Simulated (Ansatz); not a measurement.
Reaction (redistribution): `[OH][In]([OH])[Br]` + `[CH3][Ga]([Br])[Br]` → `[CH3][In]([OH])[Br]` + `[OH][Ga]([Br])[Br]`

Program: Ansatz. Geometries: PBE0-D4/def2-TZVP. ΔE: electronic, gas phase. CCSD(T)/CBS adds triple-zeta CCSD(T) − MP2 to the extrapolated MP2 energy (def2 sets, frozen cores). Functionals use def2-TZVPP. B3LYP here is the variant with VWN-RPA as its local correlation; programs differ in this. Elements past krypton have def2 core potentials. For Br, Ga, In outer-core shells are correlated without core-valence functions, which leaves a few kJ/mol of doubt a bond. Scalar relativity is left out up to krypton. One conformer a species, not always the lowest.

```csv
level,ΔE (kcal/mol)
PBE0,-6.6
B3LYP,-6.5
```

Problem. What does CCSD(T)/CBS give? (An estimate is asked.)

Solution. The calculation gave: -5.6 kcal/mol. The listed levels differ from it by -1.0, -0.9 kcal/mol.

Largest T1 diagnostic among the species: 0.014.
